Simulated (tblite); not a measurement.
H₇O₇Si₂ (SMILES O[Si](O)(O)O[Si](O)(O)[OH2+]), charge +1, singlet, at a GFN2-xTB geometry; IPEA1-xTB run with tblite.

The tblite input:
```
$ tblite run mol.xyz --method ipea1 --charge 1 --spin 0 --json tblite.json --no-restart

# file mol.xyz
16

O      2.32323349    -1.30764203     0.95404659
Si     1.38334986    -0.65676184    -0.16542089
O      0.34257236    -1.84702792    -0.63738045
O      2.02880251     0.12333115    -1.40362722
O      0.35210977     0.44725313     0.48883484
Si    -1.16765241     0.89347138     0.30242568
O     -1.58836525     1.73026201    -0.98348883
O     -1.88446038     1.35800113     1.63817018
O     -1.88532100    -0.67454895    -0.18672301
H      2.93788959    -0.81676794     1.49357216
H      0.61688563    -2.76141697    -0.57279697
H      2.76468592    -0.17530609    -1.93227143
H     -1.47187982     2.67111842    -1.09705735
H     -1.67161406     1.08579689     2.52953035
H     -2.57896270    -0.65159199    -0.86064290
H     -1.12534106    -1.30279391    -0.43705733
```

The log (banner, timings and long lists left out):

```
xTB calculator
 | screened Coulomb repulsion
 | Coulomb electrostatics
 |  * isotropic Klopman-Ohno-Mataga-Nishimoto electrostatics
 |  * onsite third-order electrostatics
 | DFT-D3(BJ) dispersion correction

halogen bonding energy    0.0000000000000E+00 Eh
repulsion energy          3.0163380470583E-01 Eh
dispersion energy        -6.7057792032248E-03 Eh
number of electrons       5.6000000000000E+01 e
integral cutoff           4.0000000000000E+01 bohr

------------------------------------------------------------
  cycle        total energy    energy error   density error
------------------------------------------------------------
      1     -40.43100567324  -4.0725934E+01   6.3296459E-01
      2     -40.93250857780  -5.0150290E-01   3.5345652E-01
      3     -40.83719310964   9.5315468E-02   2.1441623E-01
      4     -41.10704961601  -2.6985651E-01   3.3321161E-02
      5     -41.11188983753  -4.8402215E-03   1.3834183E-02
      6     -41.11357711710  -1.6872796E-03   3.8145197E-03
      7     -41.11369163772  -1.1452061E-04   1.2818612E-03
      8     -41.11369913097  -7.4932534E-06   4.9084094E-04
      9     -41.11369990209  -7.7111635E-07   1.6417712E-04
     10     -41.11370016649  -2.6440522E-07   3.5779726E-05
     11     -41.11370017428  -7.7917832E-09   1.6734595E-05
------------------------------------------------------------

electronic energy        -4.1408628199785E+01 Eh
total energy             -4.1113700174283E+01 Eh

Post processing:
 | Mayer-Wiberg bond orders

[Info] JSON dump of results written to 'tblite.json'
```
